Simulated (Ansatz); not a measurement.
The first iterations of a band of GeH$_{3}$O (5 atoms, charge 1, multiplicity 1).

Theory: RKS PBE-D4/def2-SVP in Ansatz.

- movable images: 7
- climbing image: yes
- spring: 5.0 eV/Å²
- optimiser: quadratic models (default)
- start path: through a guess of the saddle point
- force threshold: 0.05 eV/Å
- iteration limit: 6
- end points: relaxed

First end point:

```xyz
5
Properties=species:S:1:pos:R:3
O 0.837 -0.543 0.672
Ge -0.240 0.414 -0.275
H 0.621 -1.487 0.844
H -1.522 -0.225 -0.840
H 0.304 1.841 -0.402
```

Last end point:

```xyz
5
Properties=species:S:1:pos:R:3
O 0.563 0.131 0.293
Ge -1.037 0.704 -0.845
H 0.726 -0.760 0.678
H -1.549 -0.808 -0.671
H 1.297 0.733 0.545
```

| iteration | highest image above the first end (eV) | largest band force component (eV/Å) |
| --- | --- | --- |
| 1 | 3.966 | 10.257 |
| 2 | 2.516 | 4.290 |

Q: Does the band converge within its limit, and where does its top end?

A: The forces met the threshold. It ended after 6 iterations with the highest image 1.977 eV above the first end. Another band between the same ends (7 images) ends at a top of the same energy, where a vibrational analysis finds 2 clearly imaginary modes. The orbitals stay closed-shell, which can raise the energy where a bond breaks towards radicals; this wasn't checked here. Limits of this set-up: the dipole of an ion depends on the origin.

The run took 33 s on 1 thread of AMD EPYC 7R13 Processor (Zen 3) (shared host), peak memory 0.12 GiB.
